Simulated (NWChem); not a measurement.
Species: dithienothiophene (C8H4S3); SMILES c1csc2c3sccc3sc21

```xyz
15

C     -3.1964     0.0000    -0.3241
C     -2.6702     0.0000     0.9380
C     -1.2454     0.0000     0.9056
S      0.0000     0.0000     2.1475
C      1.2454     0.0000     0.9056
C      2.6702     0.0000     0.9380
C      3.1964     0.0000    -0.3241
S      1.9744     0.0000    -1.5780
C      0.7113     0.0000    -0.3807
C     -0.7113     0.0000    -0.3807
S     -1.9744     0.0000    -1.5780
H     -4.2409     0.0000    -0.6054
H     -3.2714     0.0000     1.8397
H      3.2714     0.0000     1.8397
H      4.2409     0.0000    -0.6054
```
Atoms are numbered in this order, from 1.

All runs: NWChem. Medium grid unless said otherwise, to which SCAN and Minnesota functionals are sensitive. Coordinates come from a B3LYP/6-31G* (spherical d) optimisation. Not confirmed as a minimum by frequencies. B3LYP is NWChem's, with the RPA form of VWN correlation.

Task: Among these, which level gives the lowest value of “highest occupied level (eV)”?
(A) MPW1K/def2-SVP
(B) B3LYP/def2-SVP
(C) LC-BLYP (range parameter 0.33 per bohr)/def2-SVP
(D) r2SCAN0/def2-SVP

Result: C, LC-BLYP (range parameter 0.33 per bohr)/def2-SVP. Values: LC-BLYP (range parameter 0.33 per bohr)/def2-SVP -8.06; MPW1K/def2-SVP -6.81; r2SCAN0/def2-SVP -6.25; B3LYP/def2-SVP -5.79
